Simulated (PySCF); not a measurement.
Br3Zr (SMILES [Br][Zr]([Br])[Br]), doublet, at a GFN2-xTB geometry (such geometries of metal compounds can be far from the true shape) (the multiplicity is a formal guess) (all electrons, no relativity); PySCF with CAMB3LYP/3-21G.

Here is a job for PySCF.
```python
from pyscf import gto, scf, dft

mol = gto.M(
    atom='''
Zr   -0.33334341    0.30261649    0.64835859
Br   -1.62917608   -1.50443246   -0.50152266
Br    0.10141355    1.92161751   -1.21085017
Br    1.90872642   -0.76303247    0.97139158
''',
    basis='3-21g',
    spin=1,
    verbose=4,
)

mf = dft.UKS(mol)
mf.xc = 'camb3lyp'
mf.diis_space = 20
mf.kernel()
```

Question: Write the output that PySCF gives for this input, abridged.

Answer: 
```
PySCF version 2.14.0

[INPUT] verbose = 4
[INPUT] num. atoms = 4
[INPUT] num. electrons = 145
[INPUT] charge = 0
[INPUT] spin (= nelec alpha-beta = 2S) = 1
[INPUT] symmetry False subgroup None
[INPUT] Mole.unit = angstrom
[INPUT] Symbol           X                Y                Z      unit          X                Y                Z       unit  Magmom
[INPUT]  1 Zr    -0.333343410000   0.302616490000   0.648358590000 AA   -0.629927750329   0.571862286877   1.225220165609 Bohr   0.0
[INPUT]  2 Br    -1.629176080000  -1.504432460000  -0.501522660000 AA   -3.078696599892  -2.842965322306  -0.947740472663 Bohr   0.0
[INPUT]  3 Br     0.101413550000   1.921617510000  -1.210850170000 AA    0.191643834820   3.631330810069  -2.288175199183 Bohr   0.0
[INPUT]  4 Br     1.908726420000  -0.763032470000   0.971391580000 AA    3.606970180522  -1.441922392450   1.835664045909 Bohr   0.0

nuclear repulsion = 1386.04646049854
number of shells = 44
number of NR pGTOs = 243
number of NR cGTOs = 102
basis = 3-21g
ecp = {}

******** <class 'pyscf.dft.uks.UKS'> ********
method = UKS
initial guess = minao
damping factor = 0
level_shift factor = 0
DIIS = <class 'pyscf.scf.diis.CDIIS'>
diis_start_cycle = 1
diis_space = 20
diis_damp = 0
SCF conv_tol = 1e-09
SCF conv_tol_grad = None
SCF max_cycles = 50
direct_scf = True
direct_scf_tol = 1e-13
number electrons alpha = 73  beta = 72
XC library pyscf.dft.libxc version 7.1.2
    S. Lehtola, C. Steigemann, M. J. T. Oliveira, and M. A. L. Marques,  SoftwareX 7, 1–5 (2018)
XC functionals = camb3lyp
    T. Yanai, D. P. Tew, and N. C. Handy,  Chem. Phys. Lett. 393, 51 (2004)
radial grids:
    Treutler-Ahlrichs [JCP 102, 346 (1995); DOI:10.1063/1.469408] (M4) radial grids

becke partition: Becke, JCP 88, 2547 (1988); DOI:10.1063/1.454033
pruning grids: <function nwchem_prune>
grids dens level: 3
symmetrized grids: False
atomic radii adjust function: <function treutler_atomic_radii_adjust>
small_rho_cutoff = 0
Set gradient conv threshold to 3.16228e-05
tot grids = 83664
init E= -11197.5901375568

cycle= 1 E= -11210.0656897657  delta_E= -12.5  |g|= 0.342  |ddm|= 1.81
cycle= 2 E= -11209.7651483066  delta_E= 0.301  |g|= 0.793  |ddm|= 1.31
cycle= 3 E= -11210.1633854332  delta_E= -0.398  |g|= 0.0439  |ddm|= 0.84
cycle= 4 E= -11210.1647126065  delta_E= -0.00133  |g|= 0.0159  |ddm|= 0.0883
cycle= 5 E= -11210.1650362114  delta_E= -0.000324  |g|= 0.0043  |ddm|= 0.0504
cycle= 6 E= -11210.1650752958  delta_E= -3.91e-05  |g|= 0.00121  |ddm|= 0.0157
cycle= 7 E= -11210.1650818335  delta_E= -6.54e-06  |g|= 0.000562  |ddm|= 0.00742
cycle= 8 E= -11210.1650833707  delta_E= -1.54e-06  |g|= 0.000117  |ddm|= 0.00453
cycle= 9 E= -11210.1650834424  delta_E= -7.18e-08  |g|= 1.56e-05  |ddm|= 0.0011
cycle= 10 E= -11210.1650834434  delta_E= -9.26e-10  |g|= 4.49e-06  |ddm|= 8.57e-05
Extra cycle  E= -11210.1650834434  delta_E= -4.73e-11  |g|= 3.31e-06  |ddm|= 1.73e-05
converged SCF energy = -11210.1650834434  <S^2> = 0.75255483  2S+1 = 2.0025532
```
